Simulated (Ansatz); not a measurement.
C3H7BO (`BCC(C)=O`), relaxed with RKS PBE0-D4/def2-TZVP in Ansatz from a PBE-D4/def2-SVP geometry. The force threshold is 0.005 eV/Å; the program also tests the step.

Charge 0, multiplicity 1.

Start:

```xyz
12

B     0.309   -0.991    1.480
C     0.296    0.457    0.891
C    -0.623    0.700   -0.301
C    -0.226    0.068   -1.624
O    -1.630    1.377   -0.179
H     0.540   -1.173    2.660
H     0.152   -1.957    0.755
H     1.364    0.505    0.545
H     0.152    1.250    1.650
H    -1.063    0.146   -2.341
H     0.077   -0.991   -1.499
H     0.653    0.609   -2.036
```

Task: By how much does the energy fall, and how many steps does the optimiser take? (Estimate.)

Result: Computed: 5.39 kJ/mol, in 12 steps, 1 of them rejected.

Task: Which bonds change most? (An estimate is asked.)

Result: Computed: B1–H7 from 1.218 to 1.197 Å; B1–H6 from 1.216 to 1.195 Å; C2–C3 from 1.525 to 1.504 Å; C2–H8 from 1.124 to 1.107 Å.

Task: Give the relaxed structure. (Best estimate.)

Result: Computed: 
```xyz
12

B     0.282   -0.983    1.474
C     0.305    0.452    0.872
C    -0.616    0.675   -0.297
C    -0.203    0.079   -1.616
O    -1.641    1.297   -0.169
H     0.636   -1.160    2.602
H    -0.027   -1.929    0.808
H     1.357    0.516    0.534
H     0.162    1.231    1.624
H    -1.029    0.128   -2.323
H     0.131   -0.954   -1.495
H     0.644    0.647   -2.013
```
